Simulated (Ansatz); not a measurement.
Reactions of C2H10ClNSi2 (`CN(C)[SiH]([SiH3])Cl`).

Gas-phase electronic energies from Ansatz, PBE0-D4/def2-TZVP geometries. CCSD(T)/CBS adds triple-zeta CCSD(T) − MP2 to the extrapolated MP2 energy (def2 sets, frozen cores). This one scheme is used for every species. One conformer a species, not always the lowest.

**Question.** Order these by ΔE at CCSD(T)/CBS, lowest first. (An estimate is asked.)
A. `CN(C)[SiH]([SiH3])Cl` + `N[SiH3]` → `CN[SiH3]` + `CN[SiH]([SiH3])Cl`
B. `CN(C)[SiH]([SiH3])Cl` + `OCS` → `CSCO` + `CN[SiH]([SiH3])Cl`
C. `CN(C)[SiH]([SiH3])Cl` + `[NH2][AlH2]` → `[NH2][AlH][SiH]([SiH3])Cl` + `CNC`

**Answer.** B (-8.9 kcal/mol), A (+3.7 kcal/mol), C (+13.4 kcal/mol).

Largest T1 diagnostic: 0.012, for `[NH2][AlH][SiH]([SiH3])Cl`.
